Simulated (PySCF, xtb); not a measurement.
Sn(H)3(nPr) (C₃H₁₀Sn), SMILES CC[CH2][SnH3]. One conformer was computed; it need not be the lowest.

Harmonic wavenumbers (cm⁻¹) from xtb 6.7.1 with GFN2-xTB at its own minimum, in rising order: 89, 104, 179, 258, 362, 383, 412, 517, 680, 726, 738, 758, 839, 937, 1020, 1059, 1125, 1200, 1228, 1274, 1349, 1415, 1456, 1492, 1501, 1503, 1613, 1815, 1819, 2943, 2970, 2980, 2991, 2998, 3029, 3038.

Task: What does B3LYP-D3(BJ)/def2-SVP (PySCF 2.14.0) give at its own minimum? (Estimate from the structure and the level; the computed values follow.)

Result: 69, 108, 168, 271, 361, 400, 425, 535, 689, 720, 732, 740, 809, 887, 1006, 1032, 1085, 1200, 1214, 1298, 1361, 1405, 1437, 1465, 1473, 1480, 1882, 1889, 1891, 3009, 3021, 3041, 3053, 3096, 3102, 3109. Paired by order, the mean absolute difference is 38 cm⁻¹ and the zero-point energies are 69.8 and 70.7 kcal/mol.
